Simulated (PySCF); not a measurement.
C2H6N, SMILES [NH+](=C)C, charge +1.

Geometry optimised at B3LYP-D3(BJ)/def2-TZVP. The isomer is the one that the SMILES or the coordinates give; other isomers of the formula were not compared.

Two levels are set side by side: TDA-PBE/def2-SVPD (PySCF) and TDA-LC-ωPBE/def2-SVPD (PySCF). Vertical, same geometry. The lowest singlet is HOMO−1→LUMO 100 % with PBE and HOMO−2→LUMO 96 % with the other functional; states are paired by order. Differences are taken from unrounded values.

| quantity | TDA-LC-ωPBE |
|---|---|
| lowest singlet excitation (eV) | 7.96 |
| lowest triplet excitation (TDA) (eV) | 5.05 |
| first bright state (f over 0.05) (eV) | 8.67 |
| its oscillator strength | 0.39 |

Question: What does TDA-PBE give, and how far is it from TDA-LC-ωPBE? (The exact figures need the calculation; the answer reports its results.)

Answer: 
| quantity | TDA-PBE | TDA-PBE minus TDA-LC-ωPBE |
|---|---|---|
| lowest singlet excitation (eV) | 6.80 | -1.16 |
| lowest triplet excitation (TDA) (eV) | 4.88 | -0.17 |
| first bright state (f over 0.05) (eV) | 7.15 | -1.52 |
| its oscillator strength | 0.24 | -0.15 |

Functionals without exact exchange tend to place singlet excitations lower, as here. Differences between two approximate levels are no errors against the true value.

Rough cost on one machine, each run with all the roots and properties that it gave: TDA-LC-ωPBE against TDA-PBE about 2 times.
